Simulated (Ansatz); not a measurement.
Start from `[SiH3][GaH][SH]` and change one element to get `[SiH3][AlH][SH]`.

Ansatz, PBE0-D4/def2-TZVP geometries, multiplicity 1. Each molecule was computed in one conformer, which needn't be the lowest.

Scalar relativity is left out up to krypton.

```json
{"property": "ideal-gas entropy at 298 K and 1 bar (rigid rotor, harmonic PBE0-D4/def2-TZVP) / J/(mol·K)", "`[SiH3][GaH][SH]`": "350"}
{"property": "LUMO energy (ωB97M-V/def2-TZVPP) / eV", "`[SiH3][GaH][SH]`": "-0.11"}
{"property": "HOMO–LUMO gap (ωB97M-V/def2-TZVPP) / eV", "`[SiH3][GaH][SH]`": "9.66"}
{"property": "size of the dipole moment (PBE/def2-TZVPP) / D", "`[SiH3][GaH][SH]`": "1.08"}
{"property": "size of the dipole moment (ωB97M-V/def2-TZVPP) / D", "`[SiH3][GaH][SH]`": "1.24"}
{"property": "HOMO–LUMO gap (PBE/def2-TZVPP) / eV", "`[SiH3][GaH][SH]`": "4.00"}
```

(1) Give the same properties after the change, and the shifts. (Estimate.)

Results:

(1) Ansatz gave: 
```json
{"property": "ideal-gas entropy at 298 K and 1 bar (rigid rotor, harmonic PBE0-D4/def2-TZVP) / J/(mol·K)", "`[SiH3][AlH][SH]`": "341", "shift": "-9"}
{"property": "LUMO energy (ωB97M-V/def2-TZVPP) / eV", "`[SiH3][AlH][SH]`": "-0.10", "shift": "0.01"}
{"property": "HOMO–LUMO gap (ωB97M-V/def2-TZVPP) / eV", "`[SiH3][AlH][SH]`": "9.69", "shift": "0.03"}
{"property": "size of the dipole moment (PBE/def2-TZVPP) / D", "`[SiH3][AlH][SH]`": "0.86", "shift": "-0.22"}
{"property": "size of the dipole moment (ωB97M-V/def2-TZVPP) / D", "`[SiH3][AlH][SH]`": "0.97", "shift": "-0.27"}
{"property": "HOMO–LUMO gap (PBE/def2-TZVPP) / eV", "`[SiH3][AlH][SH]`": "4.21", "shift": "0.21"}
```

With PBE0 the HOMO falls by 0.08 eV and the LUMO rises by 0.06 eV, so the gap widens by about 0.14 eV. PBE moves the HOMO by -0.13 eV and ωB97M-V by -0.03 eV. Dipoles are sizes alone; their direction can turn. Modes under 60 cm⁻¹, often nearly free rotors, make the harmonic entropy too high.
